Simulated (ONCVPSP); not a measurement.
**Configuration tests for Ca (Z = 20) (ONCV)**

ONCVPSP 4.0.1 input, shortened (lines: element, Z, core and valence counts, functional; n l f; lmax; l rc ep ncon nbas qcut; lloc lpopt rc5 dvloc0; l nproj debl; icmod fcfact rcfact), LDA (Perdew-Wang 92), scalar-relativistic:

```
  Ca 20.00    3    4  -001012      upf
    1    0    2.00
    2    0    2.00
    2    1    6.00
    3    0    2.00
    3    1    6.00
    4    0    1.50
    4    1    0.50
    2
    0    1.65    0.00    3    6    7.40
    1    2.45    0.00    3    6    6.60
    2    2.55    0.15    4    7    4.20
    4    4    1.60    0.00
    0    3    0.30
    1    2    1.20
    2    2    3.60
    2    0.20    0.90
```

In the d channel the program set the typed energies aside and used -0.099, 3.501 Ha.

Energies are relative to the spin-unpolarised reference configuration 3s2 3p6 4s1.5 4p0.5; without spin polarisation the order of configurations can differ from experiment.

| valence configuration | charge | ΔE all-electron (eV) | error AE − PS (meV) |
| --- | --- | --- | --- |
| 3s2 3p6 4s2 4p0 | 0 | -1.228 | 0.0 |
| 3s2 3p6 4s0 4p0 | +2 | 17.176 | -1.4 |
| 3s2 3p5 4s2 4p0 | +1 | 33.437 | +75 |

Question: What are ΔE and the potential's error for 3s2 3p6 4s1 4p0?

Answer: ΔE = 5.230 eV all-electron; the error (AE − PS) is -0.2 meV.
